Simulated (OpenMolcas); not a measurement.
Computed levels of 3s2 3p4 in ions with 16 electrons, in cm-1 above 3P2.

```
Program             : OpenMolcas
Method              : SS-CASPT2, IPEA 0.25 Eh, imaginary shift 0.1 Eh
Basis               : ANO-RCC-VTZP
Scalar Hamiltonian  : DKH2, point nucleus
Spin-orbit coupling : RASSI with atomic mean-field integrals over the reference wave functions, term energies averaged over their components
```

Active space for each ion: 6 electrons in 4 orbitals (3s 3p); closed shells correlated by CASPT2: 2s 2p.

```
Level      S   Ar2+
  3P1    369   1033
  3P0    538   1472
  1D2   9660  14570
  1S0  22180  33630
```

Estimate 3P0, 1D2, 1S0 for Cl+ from its neighbours S and Ar2+.

3P0 is fine structure, which grows about as the fourth power of a screened charge, so the fourth roots are averaged: ((538^0.25 + 1472^0.25) / 2)^4 = 918. The calculation gives 938, so the estimate is off by -2.1 %; the measured value is 996 (NIST Handbook of Basic Atomic Spectroscopic Data).
1D2 is another term, which grows about linearly with the charge: (9660 + 14570) / 2 = 12115. The calculation gives 12120, so the estimate is off by 0 %; the measured value is 11654 (NIST Handbook of Basic Atomic Spectroscopic Data).
1S0 is another term, which grows about linearly with the charge: (22180 + 33630) / 2 = 27905. The calculation gives 28050, so the estimate is off by -0.5 %; the measured value is 27878 (NIST Handbook of Basic Atomic Spectroscopic Data).

Term energies are means over components that CASPT2 splits; among the terms shown or strongly mixed into the levels shown the widest spread is 170 cm-1 (3s2 3p4 1D, S). Over all roots computed the reference weight is 0.87 to 0.95 in Cl+, 0.87 to 0.96 in Ar2+; the roots of lowest weight are the least certain, and an intruder state may touch them. Terms from blocks run as CI alone lack orbitals of their own. No level of 3s 3p5 was computed, though it lies in the active space (holds for S). Measured partners are found by configuration, term and J. A level has none where our copy of the source lacks it or the pairing is in doubt (some pairs that miss far off the trend of their configuration count as doubtful), and it then counts in no deviation. Levels of configurations outside the active space are missing.
